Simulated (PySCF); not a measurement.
Work out the structure from these simulated measurements.

Formula: C2H7N3OSi.

- 13C NMR: chemical shifts (computed TMS as zero) by class: 126.0 (1 C), 52.4 (1 C) ppm [GIAO PBE0/pcSseg-1]
- NMR, other nuclei: isotropic shieldings of nuclei other than C and H, by class: -79 (1 N), 234 (2 N), 323 (1 O), 410 (1 Si) ppm [GIAO PBE0/pcSseg-1]
- Rotational structure: rotational constants A, B, C: 2.400, 1.784, 1.483 GHz [GFN2-xTB]
- 1H NMR: chemical shifts (computed TMS as zero) by class: 3.95 (3 H), 0.88 (4 H) ppm [GIAO PBE0/pcSseg-1]
- Triplet: lowest triplet excitation (Tamm–Dancoff): 5.85 eV [TDA PBE0/def2-SVPD]
- UV, first state: lowest singlet excitation: 6.30 eV (197 nm, f = 0.015) [TDDFT PBE0/def2-SVPD]
- UV, strongest line: among the 6 lowest singlet transitions: S4 at 7.01 eV (177 nm, f = 0.079) [TDDFT PBE0/def2-SVPD]

Gas-phase values; electronic properties from PySCF, density fitting. Levels stand in brackets. One conformer (not necessarily the lowest) at the GFN2-xTB geometry, without solvent, vibrations or thermal averaging. Each NMR value is the plain mean over a class of atoms that symmetry, rotation or inversion makes alike.

Question: Give a SMILES that accounts for the data.

Answer: Numbering: `[CH3:1][O:2][Si:3]([NH2:4])([NH2:5])[C:6]#[N:7]`. Its formula, C2H7N3OSi, gives 2 degrees of unsaturation: 0 rings and 2 π bonds in the structure found. 2 carbons fall into 2 classes; from least to most shielded: cyano carbon [C6] (126.0 ppm), methoxy carbon [C1] (52.4 ppm). Hydrogen classes from least to most shielded: 3 H on a methoxy carbon, C1 (3.95 ppm), 4 H on 2 silicon-bound nitrogens, N4/N5 (0.88 ppm, a mean of values up to 0.8 ppm apart in this geometry). The other shieldings belong to: -79 ppm, cyano nitrogen [N7]; 234 ppm, silicon-bound nitrogen [N4/N5]; 323 ppm, silyl ether oxygen [O2]; 410 ppm, oxygen-bound silicon [Si3]. The optimised geometry has point group C1 and is an asymmetric top. Structure: `CO[Si](N)(N)C#N`. The assignments are read from this structure; whether some other isomer fits the data as well wasn't checked.

The values belong to the conformer `[CH3:1][O:2][Si:3]([NH2:4])([NH2:5])[C:6]#[N:7]`: C1–O2–Si3–N4 -46°, H–N4–Si3–O2 173°, H–N4–Si3–O2 -49°, H–N5–Si3–O2 -32°, H–N5–Si3–O2 -171°.
